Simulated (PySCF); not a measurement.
Ge(H)(Et)2(NH2), SMILES [GeH]([NH2])([CH2]C)[CH2]C at its GFN2-xTB optimised geometry (Å):

```
19

Ge    -0.5296    -0.1170     0.0000
N     -1.2770     1.5526     0.0000
C     -1.2964    -1.0713    -1.5681
C     -2.8172    -1.1126    -1.5424
C      1.4796    -0.1170     0.0000
C      2.0786    -1.5035     0.1823
H     -1.0305    -0.7120     1.3024
H     -1.0150     2.1571     0.7657
H     -1.1739     2.0776    -0.8575
H     -0.9018    -2.0876    -1.6009
H     -0.9564    -0.5731    -2.4785
H     -3.2221    -0.1039    -1.5112
H     -3.2081    -1.6191    -2.4241
H     -3.1663    -1.6408    -0.6577
H      1.8318     0.3157    -0.9388
H      1.8295     0.5393     0.7994
H      1.7905    -2.1571    -0.6380
H      3.1663    -1.4540     0.2145
H      1.7275    -1.9501     1.1102
```

Computed with B3LYP/def2-SVP (PySCF). Cells within 0.4 Å of a nucleus heavier than hydrogen are left out (blank, or x).

Map of the deformation density (molecule minus spherical neutral atoms) (e/bohr³) on the plane z = 0.0 Å:

```
|1111111111111111111111111111111|
|1111111111111111111111111111111|
|1111111111111111111111111111111|
|1111111111111111111111111111111|
|1111111111111111111111111111111|
|1111111111111111111111111111111|
|1111111111111111111111111111111|
|1111111111110111111111111111111|
|1111111111000011111111111111111|
|1111111111101111111111111111111|
|11111111124xx311111111111111111|
|11111111239xx521111111111111111|
|1111111123587621110011111111111|
|1111111112234321110111111111111|
|1111111111111001231231011111111|
|1111111111001xx046xxx0001111111|
|1111111110001xx1456x51001111111|
|1111111110011111222683111111111|
|1111111110011100001374352111111|
|11111111111111000000xx893011111|
|111111011111111110027x452111111|
|1111111111111111111242011111111|
|1111111111111111111111011111111|
|1111111111111111111111111111111|
|1111111111111111111111111111111|
|1111111111111111111111111111111|
|1111111111111111111111111111111|
|1111111111111111111111111111111|
|1111111111111111111111111111111|
|1111111111111111111111111111111|
|1111111111111111111111111111111|
```
Scale: ten equal steps from -0.015 (start of '0') to 0.075 (end of '9'), in the order '0123456789'; x runs from -5.50 to 5.50, y from -5.50 (bottom) to 5.50 (top).
